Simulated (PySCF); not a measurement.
## Assignment exercise: C7H10FNSi

Atom-mapped SMILES (the numbers label the heavy atoms): `[CH3:1][CH:2]([CH3:3])[C@:4]1([F:5])[SiH2:6][CH:7]=[C:8]1[C:9]#[N:10]` (H(Xn): hydrogen on atom n). Ha(Si6) is pro-R; Hb(Si6) is pro-S.

Theory: GFN2-xTB structure, shielding tensors at PBE0/pcSseg-1 (GIAO), in PySCF 2.14 (no solvent model, one computed conformer, one averaged value for each set of equivalent atoms, relativity neglected).

References, each an isolated molecule treated in the same way: TMS for ¹³C (σref 186.93) and ¹H (σref 31.72).

(1) Assign these signals to the numbered atoms. ¹³C{¹H} NMR (computed): δ 167.1, 149.2, 118.3, 113.0, 36.0, 22.1, 20.1.

(2) Assign these signals to the numbered atoms. ¹H NMR (300 MHz, computed): δ 7.52 (m, 1H), 5.04 (m, 1H), 4.76 (m, 1H), 2.29 (m, 1H), 1.15 (d, 3H), 0.89 (d, 3H).

Results:

(1) 
| δ (ppm) | atoms | environment | reason |
| --- | --- | --- | --- |
| 167.1 | C7 | alkene CH | – |
| 149.2 | C8 | fully substituted alkene carbon | the olefinic region |
| 118.3 | C9 | nitrile carbon | this is the usual window of a C≡N carbon, which has no attached hydrogen |
| 113.0 | C4 | allylic fully substituted sp3 carbon bonded to F and Si | pulled downfield by the heteroatom |
| 36.0 | C2 | sp3 CH | a saturated carbon with 3 carbon neighbours and no heteroatom attached |
| 22.1 | C1 | methyl carbon | saturated and bonded to C and H only |
| 20.1 | C3 | methyl carbon | – |

C1 and C3 lie closer than the usual error of such a calculation, so a measured spectrum could show them in the other order.

(2) 
7.52 → H(C7), hydrogen on an alkene CH: olefinic region
5.04 → Ha(Si6), hydrogen on a silicon bonded to 2 C, in a 4-membered ring
4.76 → Hb(Si6), hydrogen on a silicon bonded to 2 C, in a 4-membered ring
2.29 → H(C2), hydrogen on an sp3 CH
1.15 → H(C1), hydrogen on a methyl carbon: far from electronegative atoms and π systems
0.89 → H(C3), hydrogen on a methyl carbon

Splittings by ¹⁹F in the carbon and heteronuclear signals aren't shown, as no couplings were computed. Shifts are as computed. Against solution values, carbons near 30 ppm lie about +3 ppm off and those near 130 ppm about +5 ppm. Of 1211 compounds with measured shifts, 218 miss one by over three times the rms of a fit or turn the order of signals round; such compounds aren't used in these exercises. Multiplicities follow the n + 1 count of equivalent neighbours, as no J values were calculated; m marks all less simple cases, F and P coupling included.
